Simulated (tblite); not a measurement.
Species: C₇H₁₀F₂Si.
Structure used (GFN2-xTB), in Å, numbered top down from 1:
```xyz
20
C7H10F2Si angstrom
F      3.0484   -0.1811   -0.9262
C      2.5172    0.0702    0.3032
F      3.1514    1.1738    0.7647
C      1.0236    0.2476    0.2197
C      0.4064    1.3601    0.6094
Si    -1.4681    1.4497    0.4517
C     -1.7517   -0.2799   -0.2825
C     -0.7315   -0.4844   -1.4141
C      0.2753   -0.9280   -0.3363
C     -0.9351   -1.2843    0.5470
H      2.8049   -0.7745    0.9542
H      0.9909    2.1803    0.9994
H     -1.8758    2.5046   -0.4788
H     -2.1024    1.5826    1.7664
H     -2.7823   -0.5539   -0.5012
H     -0.4489    0.3820   -2.0097
H     -0.9977   -1.3066   -2.0769
H      0.9555   -1.7393   -0.6005
H     -1.2562   -2.3138    0.3930
H     -0.8290   -1.0945    1.6145
```

Calculated harmonic vibrations of the isolated species, GFN2-xTB (tblite), most abundant isotopes, no scaling. Against measured fundamentals such values can be off by several per cent, at times by over 20. Modes of hydrogen on silicon can be 10 to 20 % off. One conformer, not necessarily the lowest.

Harmonic wavenumbers (cm⁻¹): 38.7, 92.0, 171.6, 198.1, 258.8, 295.5, 331.0, 361.5, 385.0, 492.1, 502.1, 537.5, 549.1, 626.9, 675.9, 698.3, 759.8, 777.9, 820.0, 836.1, 865.5, 887.3, 973.6, 1000.2, 1010.3, 1025.8, 1030.5, 1038.3, 1066.5, 1109.4, 1122.6, 1131.1, 1162.7, 1222.8, 1232.9, 1236.3, 1247.7, 1258.0, 1260.3, 1282.7, 1343.2, 1479.1, 1492.2, 1669.9, 2245.8, 2256.1, 2849.2, 2966.9, 2980.1, 2981.9, 2990.8, 2997.5, 3002.5, 3073.9.

A = 2079, B = 822.5, C = 676.4 MHz; mass 160.052 u (most abundant isotopes); point group C1, symmetry number 1.

Q: What is the zero-point energy?

A: Half the sum of the wavenumbers: 32951 cm⁻¹ = 94.21 kcal/mol.

Q: What is S at 350 K and 1 bar for an ideal gas of classical rigid rotors and harmonic oscillators?

A: Translation 41.94, rotation 30.49, vibration 31.41: S = 103.8 cal/(mol K).

Q: And Cp and H(350 K) − H(0)?

A: Cp = 46.39 cal/(mol K), of which vibrations give 38.44 (their classical limit is 54 R = 107.3); H(350 K) − H(0) = 8.90 kcal/mol without the zero-point energy, 6.12 from vibrations.

Q: What must be added to the electronic energy to get the Gibbs energy at 350 K and 1 bar?

A: ZPE + [H(350 K) − H(0)] − T·S = 94.21 + 8.90 − 36.35 = 66.76 kcal/mol.

Q: How do the functions run with temperature in this model?

A: 
| T (K) | S (cal/(mol K)) | Cp (cal/(mol K)) | H − H(0) (kcal/mol) | G − H(0) (kcal/mol) | ln q(vib) |
| --- | --- | --- | --- | --- | --- |
| 150 | 76.6 | 21.7 | 2.12 | -9.37 | 2.36 |
| 250 | 90.4 | 33.8 | 4.89 | -17.73 | 4.58 |
| 298.15 | 96.9 | 40.0 | 6.66 | -22.24 | 5.73 |
| 400 | 110.4 | 52.1 | 11.37 | -32.80 | 8.28 |
| 600 | 135.2 | 70.0 | 23.71 | -57.41 | 13.54 |
| 900 | 166.9 | 85.9 | 47.32 | -102.88 | 21.30 |

q(vib) and H(0) count from the zero-point level.

Q: Blend soft modes into free rotors: weight 1/[1 + (100 cm⁻¹/ν̃)⁴] for the oscillator and the rest for a rotor with moment μB/(μ + B), μ = h/(8π²ν), B = 10⁻⁴⁴ kg m². What vibrational entropy results?

A: 29.27 cal/(mol K) in place of 31.41, which changes −T·S at 350 K by +0.75 kcal/mol.

Hindered rotation and anharmonicity are outside this model. Other conformers, if any are populated, would add a mixing term that is left out. The structure is chiral; the term R ln 2 for an equal mix with its mirror image is left out.

The run took 3.1 s on one thread of an Intel Xeon at 2.50 GHz, shared host with 64 logical CPUs at a one-minute load of 63. The figure is for the frequency step alone.
